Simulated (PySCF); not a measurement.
Si(F)(OH)(NH2)2 (FH5N2OSi), SMILES N[Si](N)(O)F. Coordinates come from a B3LYP-D3(BJ)/def2-SVP optimisation. This is a generated structure with no PubChem entry under its InChIKey; it may be hypothetical. The values are those of a single conformer.

Computed equilibrium geometry at B3LYP-D3(BJ)/def2-SVP (PySCF confirms it by a frequency run) as Cartesian coordinates in Å (one conformer of several):
```xyz
10

N     -0.9401     1.4125     0.1849
Si    -0.0077     0.0047     0.0126
N      1.6331     0.3881     0.3019
O     -0.7727    -1.1155     0.9712
F      0.0382    -0.6739    -1.4753
H     -0.6249     2.3077    -0.1682
H     -1.9386     1.3759     0.3532
H      2.3776    -0.1300    -0.1512
H      1.9306     0.8017     1.1783
H     -0.6500    -2.0359     0.7122
```
Charge 0, spin multiplicity 1.
